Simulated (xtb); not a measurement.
xtb input (GFN1-xTB):

```bash
xtb mol.xyz --gfn 1 --sp --chrg 0 --uhf 0
```
mol.xyz:
```
14

C      2.37515934    -0.41601993     0.29645049
C      1.37149482     0.45718972     0.20096230
N      0.01515962     0.15895437    -0.00270456
Si    -0.49241612    -1.50456426    -0.18287298
Si    -1.17216660     1.44103096    -0.03664824
H      2.23901243    -1.48797411     0.23089214
H      3.38298352    -0.05924232     0.44642167
H      1.58754143     1.51775380     0.27982745
H     -1.95979036    -1.44914671    -0.36597070
H     -0.16546730    -2.30255044     1.02030306
H      0.14598452    -2.13384453    -1.36062456
H     -0.43419276     2.72238668     0.01080052
H     -1.98231046     1.36531592    -1.27328667
H     -2.09564519     1.35706880     1.11938951
```

End of the output:

```
         :::::::::::::::::::::::::::::::::::::::::::::::::::::
         ::                     SUMMARY                     ::
         :::::::::::::::::::::::::::::::::::::::::::::::::::::
         :: total energy             -16.019446083199 Eh    ::
         :: gradient norm              0.039963006223 Eh/a0 ::
         :: HOMO-LUMO gap              4.682616941783 eV    ::
         ::.................................................::
         :: SCC energy               -16.199628491529 Eh    ::
         :: -> electrostatic           0.017540284830 Eh    ::
         :: repulsion energy           0.185972464253 Eh    ::
         :: dispersion energy         -0.005790055923 Eh    ::
         :: halogen bond corr.         0.000000000000 Eh    ::
         :: add. restraining           0.000000000000 Eh    ::
         :: total charge               0.000000000000 e     ::
         :::::::::::::::::::::::::::::::::::::::::::::::::::::

           -------------------------------------------------
          |                Property Printout                |
           -------------------------------------------------

    * Orbital Energies and Occupations

         #    Occupation            Energy/Eh            Energy/eV
      -------------------------------------------------------------
         1        2.0000           -0.7468706             -20.3234
       ...           ...                  ...                  ...
         3        2.0000           -0.6238169             -16.9749
         4        2.0000           -0.6093192             -16.5804
         5        2.0000           -0.5759749             -15.6731
         6        2.0000           -0.5429880             -14.7755
         7        2.0000           -0.5207319             -14.1698
         8        2.0000           -0.4967065             -13.5161
         9        2.0000           -0.4828349             -13.1386
        10        2.0000           -0.4657336             -12.6733
        11        2.0000           -0.4648248             -12.6485
        12        2.0000           -0.4613825             -12.5549
        13        2.0000           -0.4580366             -12.4638
        14        2.0000           -0.4475192             -12.1776
        15        2.0000           -0.3984734             -10.8430 (HOMO)
        16                         -0.2263904              -6.1604 (LUMO)
        17                         -0.2014602              -5.4820
        18                         -0.1838047              -5.0016
        19                         -0.1757693              -4.7829
        20                         -0.1678227              -4.5667
        21                         -0.1604992              -4.3674
        22                         -0.1420564              -3.8656
        23                         -0.0967126              -2.6317
        24                         -0.0930524              -2.5321
        25                         -0.0641469              -1.7455
        26                         -0.0605707              -1.6482
       ...                                ...                  ...
        48                          1.4609603              39.7548
      -------------------------------------------------------------
                  HL-Gap            0.1720830 Eh            4.6826 eV
             Fermi-level           -0.3124319 Eh           -8.5017 eV

  Mulliken/CM5 charges         n(s)   n(p)   n(d)
     1C    -0.15039 -0.24590   1.035  3.115  0.000
     2C     0.14059  0.15584   1.024  2.835  0.000
     3N    -0.33115 -0.50731   1.460  3.871  0.000
     4Si    0.32808  0.11176   1.239  1.796  0.637
     5Si    0.33310  0.11840   1.239  1.783  0.645
     6H     0.04160  0.09965   0.958  0.000  0.000
     7H     0.03279  0.08644   0.967  0.000  0.000
     8H     0.02187  0.09030   0.978  0.000  0.000
     9H    -0.06640  0.01987   1.066  0.000  0.000
    10H    -0.06979  0.01427   1.070  0.000  0.000
    11H    -0.06940  0.01472   1.069  0.000  0.000
    12H    -0.07231  0.01254   1.072  0.000  0.000
    13H    -0.06858  0.01573   1.069  0.000  0.000
    14H    -0.07001  0.01369   1.070  0.000  0.000

Wiberg/Mayer (AO) data.
largest (>0.10) Wiberg bond orders for each atom

 ---------------------------------------------------------------------------
     #   Z sym  total        # sym  WBO       # sym  WBO       # sym  WBO
 ---------------------------------------------------------------------------
     1   6 C    3.979 --     2 C    1.869     7 H    0.977     6 H    0.953
     2   6 C    3.961 --     1 C    1.869     3 N    1.011     8 H    0.959
     3   7 N    3.456 --     5 Si   1.141     4 Si   1.133     2 C    1.011
     4  14 Si   4.217 --     3 N    1.133    11 H    0.934    10 H    0.934
                             9 H    0.917     5 Si   0.137
     5  14 Si   4.202 --     3 N    1.141    12 H    0.933    14 H    0.932
                            13 H    0.931     4 Si   0.137
     6   1 H    1.001 --     1 C    0.953
     7   1 H    1.005 --     1 C    0.977
     8   1 H    1.008 --     2 C    0.959
     9   1 H    0.989 --     4 Si   0.917
    10   1 H    0.990 --     4 Si   0.934
    11   1 H    0.990 --     4 Si   0.934
    12   1 H    0.989 --     5 Si   0.933
    13   1 H    0.990 --     5 Si   0.931
    14   1 H    0.990 --     5 Si   0.932
 ---------------------------------------------------------------------------

Topologies differ in total number of bonds
Writing topology from bond orders to xtbtopo.mol

 dipole moment from electron density (au)
     X       Y       Z
   0.0966   0.1410   0.0306  total (Debye):    0.441

           -------------------------------------------------
          | TOTAL ENERGY              -16.019446083199 Eh   |
          | GRADIENT NORM               0.039963006223 Eh/α |
          | HOMO-LUMO GAP               4.682616941783 eV   |
           -------------------------------------------------

------------------------------------------------------------------------
------------------------------------------------------------------------
 total:
 SCF:
Note: The following floating-point exceptions are signalling: IEEE_DENORMAL
normal termination of xtb
```
